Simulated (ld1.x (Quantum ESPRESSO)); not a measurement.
**silicon: TM semilocal pseudisation with LDA (PZ), scalar-relativistic reference atom.**

The input file (ld1.x (Quantum ESPRESSO) 7.5):

```
&input
   title='Si', zed=14., rel=1, dft='PZ', iswitch=3,
   config='[Ne] 3s2 3p0 3d-2',
   nld=3, rlderiv=1.80, eminld=-4.0, emaxld=5.0, deld=0.02
 /
 &inputp
   pseudotype=1, tm=.true., lloc=1,
   nlcc=.false.,
   file_pseudopw='Si.pp', file_wfcaegen='ae.wfc', file_wfcncgen='nc.wfc'
 /
3
3S  1  0   2.00   0.00  1.35  1.35  0.0
3D  3  2  -2.00   0.25  1.65  1.65  0.0
3P  2  1   0.00   0.00  1.65  1.65  0.0
 &test
   configts(1)='3s2 3p0'
 /
```

Command:

```bash
ld1.x < Si.in > Si.out
```

Output (shortened: banner, matrices, multipoles, cross overlaps and the repeated all-electron block are left out):

```
Program LD1 v.7.5
     --------------------------- All-electron run ----------------------------

     Si
     scalar relativistic calculation

     atomic number is 14.00
     dft =PZ   lsd =0 sic =0 latt =0  beta=0.20 tr2=1.0E-14
     Exchange-correlation= PZ
                           (   1   1   0   0   0   0   0)
     mesh =1141 r(mesh) = 100.57892 a.u. xmin = -7.00 dx = 0.01250
     1 Ry =  13.60569312 eV, c = 137.03599908

     n l     nl                  e(Ry)          e(Ha)          e(eV)
     1 0     1S 1( 2.00)      -132.3285       -66.1643     -1800.4214
     2 0     2S 1( 2.00)       -11.7646        -5.8823      -160.0661
     2 1     2P 1( 6.00)        -8.5981        -4.2990      -116.9828
     3 0     3S 1( 2.00)        -2.1068        -1.0534       -28.6649
     3 1     3P 1( 0.00)        -1.5184        -0.7592       -20.6588

     final scf error:  9.0E-15 reached in  16 iterations

     Etot =    -575.879637 Ry,    -287.939818 Ha,   -7835.241612 eV

     Ekin =     576.834082 Ry,     288.417041 Ha,    7848.227508 eV
     Encl =   -1358.727432 Ry,    -679.363716 Ha,  -18486.428478 eV
     Eh   =     244.170412 Ry,     122.085206 Ha,    3322.107689 eV
     Exc  =     -38.156698 Ry,     -19.078349 Ha,    -519.148330 eV

     normalization and overlap integrals

     s(1S/1S) =  1.000000  <r> =   0.1116  <r2> =    0.0168  r(max) =   0.0732
     s(2S/2S) =  1.000000  <r> =   0.5697  <r2> =    0.3880  r(max) =   0.4543
     s(2P/2P) =  1.000000  <r> =   0.5370  <r2> =    0.3641  r(max) =   0.3861
     s(3S/3S) =  1.000000  <r> =   1.9462  <r2> =    4.3423  r(max) =   1.6878
     s(3P/3P) =  1.000000  <r> =   2.2197  <r2> =    5.7067  r(max) =   1.8888

     ------------------------ End of All-electron run ------------------------

     --------------------- Generating NC pseudopotential ---------------------

      Generating local pot.: lloc=1, matching radius rcloc =   1.6500

      Wfc   3S  rcut= 1.365  Using Troullier-Martins method

      Wfc   3D  rcut= 1.667  Using Troullier-Martins method

     ------------------- End of pseudopotential generation -------------------

     Computing logarithmic derivative in   1.80798
     Computing logarithmic derivative in   1.80798
     Computing the partial wave expansion
     R is outside the sphere for l=    0 j= 0.00
       no projector for channel:   1
     R is outside the sphere for l=    2 j= 0.00

     ---------------------- Testing the pseudopotential ----------------------

     Si
     scalar relativistic calculation

     atomic number is 14.00   valence charge is  4.00
     dft =PZ   lsd =0 sic =0 latt =0  beta=0.20 tr2=1.0E-14
     mesh =1141 r(mesh) = 100.57892 xmin = -7.00 dx = 0.01250

     n l     nl             e AE (Ry)        e PS (Ry)    De AE-PS (Ry)
     1 0     3S   1( 2.00)       -2.10683       -2.10683       -0.00000
     2 1     3P   1( 0.00)       -1.51840       -1.51839       -0.00000

     eps = 2.4E-17  iter =  3

     Etot =    -575.879637 Ry,    -287.939818 Ha,   -7835.241612 eV
     Etotps =    -5.761408 Ry,      -2.880704 Ha,     -78.387952 eV

     Ekin =       1.281491 Ry,       0.640746 Ha,      17.435578 eV
     Encl =      -8.329897 Ry,      -4.164948 Ha,    -113.334022 eV
     Ehrt =       1.841452 Ry,       0.920726 Ha,      25.054225 eV
     Ecxc =      -0.970432 Ry,      -0.485216 Ha,     -13.203403 eV
     Epseu=       0.415978 Ry,       0.207989 Ha,       5.659671 eV

     ---------------------- End of pseudopotential test ----------------------
```

Generation and configuration tests took about 0.75 s on one core of a shared server CPU.
